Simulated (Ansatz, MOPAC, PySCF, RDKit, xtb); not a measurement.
Noncovalent pair: N2 (SMILES N#N) (first 2 atoms) with AsH3 (SMILES [AsH3]); geometry from B3LYP-D3(BJ)/def2-TZVP, rigid monomers moved along the line of their centres of mass till N2···As3 is 4.04 Å.
(charge 0, multiplicity 1):
```xyz
6

N      0.24158    -0.23290    -1.00821
N      0.46010    -0.69625    -0.04515
As    -0.46349     0.15087     3.79733
H      1.02130    -0.18613     3.86816
H     -0.84672    -1.31736     3.65335
H     -0.60824     0.10156     5.31531
```

| level | interaction energy (kJ/mol) | minus CCSD(T)/CBS(aug-cc-pVDZ, aug-cc-pVTZ) | cost |
|---|---|---|---|
| UFF | -1.2 | 0.7 | - |
| GFN-FF | -5.8 | -3.9 | - |
| AM1 | 0.0 | 1.9 | - |
| PM3 | 5.8 | 7.7 | - |
| PM6 | 0.1 | 2.0 | - |
| PM7 | -1.3 | 0.6 | - |
| GFN1-xTB | -4.1 | -2.2 | - |
| HF/STO-3G (no counterpoise) | -0.8 | 1.1 | - |
| HF/3-21G (no counterpoise) | -2.2 | -0.3 | - |
| HF/6-31G* | 0.0 | 1.9 | - |
| HF/6-31G* (no counterpoise) | -0.7 | 1.2 | - |
| HF/aug-cc-pVDZ | 0.1 | 2.0 | - |
| PBE/def2-TZVPPD | -1.1 | 0.8 | ×1 |
| PBE-D3(BJ)/def2-TZVPPD | -2.6 | -0.7 | ×1 |
| PBE-D4/def2-TZVPPD | -2.3 | -0.4 | ×1 |
| BP86/6-31G* (no counterpoise) | -0.4 | 1.5 | - |
| r2SCAN/def2-TZVPPD | -1.0 | 0.9 | ×2 |
| r2SCAN-D3(BJ)/def2-TZVPPD | -1.8 | 0.1 | ×2 |
| r2SCAN-D4/def2-TZVPPD | -1.6 | 0.3 | ×2 |
| B3LYP/3-21G (no counterpoise) | -3.0 | -1.1 | - |
| B3LYP/6-31G* | 0.0 | 1.9 | - |
| B3LYP/6-31G* (no counterpoise) | -1.4 | 0.5 | - |
| B3LYP/def2-TZVPPD | 0.3 | 2.2 | ×2 |
| B3LYP-D4/def2-TZVPPD | -1.4 | 0.5 | ×2 |
| PBE0/def2-TZVPPD | -0.8 | 1.1 | ×2 |
| PBE0-D3(BJ)/def2-TZVPPD | -2.4 | -0.5 | ×2 |
| PBE0-D4/def2-TZVPPD | -2.1 | -0.2 | ×2 |
| M06-2X/6-31G* (no counterpoise) | -2.7 | -0.7 | - |
| wB97X-V/def2-TZVPPD | -1.9 | 0.0 | ×4 |
| wB97M-V/def2-TZVPPD | -1.8 | 0.1 | ×4 |
| MP2/6-31G* | -1.4 | 0.6 | - |
| MP2/aug-cc-pVDZ | -2.0 | -0.1 | - |
| MP2/CBS(aug-cc-pVDZ, aug-cc-pVTZ) | -2.2 | -0.3 | - |
| SCS-MP2/aug-cc-pVDZ | -1.5 | 0.4 | - |
| SCS-MP2/aug-cc-pVTZ | -1.7 | 0.3 | - |
| CCSD/aug-cc-pVDZ | -1.4 | 0.5 | - |
| CCSD/aug-cc-pVTZ | -1.5 | 0.4 | - |
| CCSD(T)/aug-cc-pVDZ | -1.7 | 0.2 | ×3 |
| CCSD(T)/aug-cc-pVTZ | -1.8 | 0.1 | ×40* |
| CCSD(T)/CBS(aug-cc-pVDZ, aug-cc-pVTZ) | -1.9 | 0.0 | ×40* |

 The comparison column counts from a level with limits of its own.

The rows run from -5.8 (GFN-FF) to 5.8 kJ/mol (PM3). From aug-cc-pVDZ to aug-cc-pVTZ CCSD(T) changes by -0.2. The dispersion term adds -1.5 in PBE-D3(BJ), -1.2 in PBE-D4, -0.8 in r2SCAN-D3(BJ). The 6 functionals in def2-TZVPPD without D3 or D4 span 2.2, from wB97X-V to B3LYP.

Interaction energies are E(AB) − E(A) − E(B) at the monomers' geometry in the complex; basis-set methods are counterpoise corrected. Rows marked so take none. RDKit's UFF carries no charges.

Cores are frozen in the correlated methods. Filled d and f shells under p-block atoms count as core. CBS(a, b) extrapolates the correlation energy as X⁻³ and adds the Hartree–Fock energy of set b. Rows in 3-21G, 6-31G*, STO-3G carry no dispersion term and start afresh at each structure (6-31G* with six Cartesian d functions); the Pople sets are all-electron and without relativity. MP2/6-31G* freezes PySCF's default core, which leaves 3d correlated. The state reached by AM1, PM3, PM6, PM7 isn't checked; PM7 holds dispersion and hydrogen-bond terms.

Programs: Ansatz (a program for electronic structure) with Gaussian orbitals; MOPAC for AM1, PM3, PM6, PM7 (differences of heats of formation); PySCF for 3-21G rows, 6-31G* rows, STO-3G rows, the dispersion terms; RDKit for the force fields; xtb for the GFN methods. 

Costs are rough ratios of core time to PBE/def2-TZVPPD (about 4 s over the structures, on one shared machine); a dash marks a level with no comparable run of its own. A star marks coupled-cluster runs past 200 virtual orbitals, where the program's memory plan changes under this machine's limit, so their costs aren't comparable with smaller runs.
